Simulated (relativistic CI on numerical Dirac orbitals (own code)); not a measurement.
## Energy levels of W LIV

Calculated at this level of theory: Dirac-Coulomb-Breit CI, KLI orbitals optimised for each configuration, a model potential for QED, unscaled Slater integrals (own radial code, finite nucleus).

CI space (outside the closed core [Ne]): 3s²3p⁶3d³, 3s²3p⁵3d⁴, 3s3p⁶3d⁴, 3s²3p⁶3d²4s, 3s²3p⁶3d²4p, 3s²3p⁶3d²4d, 3s²3p⁵3d³4s, 3s²3p⁶3d²4f, 3s²3p⁵3d³4p, 3s3p⁶3d³4s, 3p⁶3d⁴4p, 3p⁶3d⁵, 3p⁵3d⁶, 3p⁵3d⁵4s, 3p⁶3d⁴4s, 3p⁵3d⁴4s², 3s²3p⁶3d4s², 3s²3p⁶4s²4p, 3s²3p⁶4s²4d. Double excitations out of closed p, d and f shells are left out; levels of such configurations are missing from the list, as are those of other unlisted configurations, and high levels can miss mixing partners. These lack a partner that the ground configuration has and come out too high: 3s²3p⁵3d³4p.

The lowest level is 3s²3p⁶3d³ ⁴F3/2, with 44 % of that term; Hund's rules for 3s²3p⁶3d³ give ⁴F with J = 3/2, in agreement.

```tsv
No.	Configuration	Term	J	E (10³ cm⁻¹)	%	Next component (%)	jj configuration (%)
1	3s²3p⁶3d³	⁴F	3/2	0.0	44	39 ²D	3d3/2^3 (99)
2	3s²3p⁶3d³	⁴F	5/2	524.2	82	16 ²D	3d3/2^2 3d5/2 (99)
3	3s²3p⁶3d³	⁴P	3/2	577.8	38	32 ⁴F	3d3/2^2 3d5/2 (99)
4	3s²3p⁶3d³	²H	9/2	606.2	46	42 ²G	3d3/2^2 3d5/2 (99)
5	3s²3p⁶3d³	²G	7/2	607.5	50	32 ⁴F	3d3/2^2 3d5/2 (97)
6	3s²3p⁶3d³	⁴P	1/2	622.9	57	43 ²P	3d3/2^2 3d5/2 (100)
7	3s²3p⁶3d³	²D	5/2	817.1	44	33 ⁴P	3d3/2^2 3d5/2 (96)
8	3s²3p⁶3d³	⁴F	7/2	1122.1	66	31 ²G	3d3/2 3d5/2^2 (99)
9	3s²3p⁶3d³	⁴F	9/2	1159.5	50	41 ²H	3d3/2 3d5/2^2 (98)
10	3s²3p⁶3d³	⁴P	3/2	1205.9	41	38 ²D	3d3/2 3d5/2^2 (99)
11	3s²3p⁶3d³	²P	1/2	1230.7	57	43 ⁴P	3d3/2 3d5/2^2 (100)
12	3s²3p⁶3d³	²H	11/2	1237.9	100		3d3/2 3d5/2^2 (100)
13	3s²3p⁶3d³	²D	5/2	1243.1	41	37 ⁴P	3d3/2 3d5/2^2 (96)
14	3s²3p⁶3d³	²F	5/2	1315.6	44	39 ²D	3d3/2 3d5/2^2 (98)
15	3s²3p⁶3d³	²F	7/2	1319.5	79	19 ²G	3d3/2 3d5/2^2 (99)
16	3s²3p⁶3d³	²D	3/2	1490.8	78	17 ²P	3d3/2 3d5/2^2 (96)
17	3s²3p⁶3d³	²G	9/2	1757.8	50	38 ⁴F	3d5/2^3 (99)
18	3s²3p⁶3d³	²D	3/2	1878.5	44	41 ²P	3d5/2^3 (96)
19	3s²3p⁶3d³	²D	5/2	1965.3	59	22 ²F	3d5/2^3 (97)
20	3s²3p⁵3d⁴	⁴P°	3/2	2308.1	20	19 ⁴D°	3p3/2^3 3d3/2^4 (96)
21	3s²3p⁵3d⁴	⁶D°	5/2	2778.1	27	26 ⁴D°	3p3/2^3 3d3/2^3 3d5/2 (95)
22	3s²3p⁵3d⁴	⁴P°	1/2	2844.2	28	25 ⁶D°	3p3/2^3 3d3/2^3 3d5/2 (97)
23	3s²3p⁵3d⁴	²D°	3/2	2858.8	25	22 ⁴F°	3p3/2^3 3d3/2^3 3d5/2 (97)
24	3s²3p⁵3d⁴	⁴D°	7/2	2865.1	23	20 ²F°	3p3/2^3 3d3/2^3 3d5/2 (92)
25	3s²3p⁵3d⁴	⁴F°	9/2	2867.6	29	20 ⁴G°	3p3/2^3 3d3/2^3 3d5/2 (95)
26	3s²3p⁵3d⁴	⁴G°	11/2	2905.9	32	27 ²H°	3p3/2^3 3d3/2^3 3d5/2 (97)
27	3s²3p⁵3d⁴	²G°	7/2	2920.7	22	20 ²F°	3p3/2^3 3d3/2^3 3d5/2 (95)
28	3s²3p⁵3d⁴	⁴F°	5/2	2967.8	27	21 ²D°	3p3/2^3 3d3/2^3 3d5/2 (95)
29	3s²3p⁵3d⁴	⁴D°	3/2	2986.7	23	19 ⁴P°	3p3/2^3 3d3/2^3 3d5/2 (90)
30	3s²3p⁵3d⁴	⁴D°	5/2	3022.9	25	18 ⁴F°	3p3/2^3 3d3/2^3 3d5/2 (93)
```

Energies count from the lowest computed level; ° marks odd parity. Filled j subshells are mostly left out of the jj labels.

The mean weight of the leading LS term, summed over parents, in these 30 levels is 45 %, and that of the leading jj configuration (from the same eigenvectors) 97 %, so jj coupling describes them better and the LS labels are nominal.

At this charge energies of transitions that change n are usually good to better than 1 %, and those within a shell (Δn = 0) to a few per cent.

LS names give the leading component of a level, which can be under half, so a name can repeat, a term be missing and a line seem to break the LS rules.
